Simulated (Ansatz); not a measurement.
`[GeH3][TeH]`. Charge 0, multiplicity 1. Te takes the def2 core potential.

```xyz
6

Ge   -0.304   -0.504    0.313
Te    1.578    0.699   -0.934
H    -1.562   -0.593   -0.562
H     0.239   -1.910    0.603
H    -0.630    0.220    1.627
H     0.679    2.087   -1.046
```

Question: What are the harmonic wavenumbers in cm⁻¹ at PBE0-D4/def2-TZVP (Ansatz, finite differences of forces, unscaled)? (Best estimate.)

Answer: Computed: 127, 239, 427, 512, 624, 802, 868, 881, 2152, 2155, 2162, 2174.

Question: Is this a minimum?

Answer: Yes, all 12 modes are real.

Question: Give the ideal-gas thermochemistry at 298.15 K and 1 bar (rigid rotor, harmonic oscillator; point group Cs, symmetry number 1).

Answer: Zero-point energy 78.5 kJ/mol; H(298) − E = 93.7 kJ/mol; entropy 311.2 J/(mol·K), of which translation 175.2, rotation 105.7, vibration 30.2; G(298) − E = 1.0 kJ/mol.
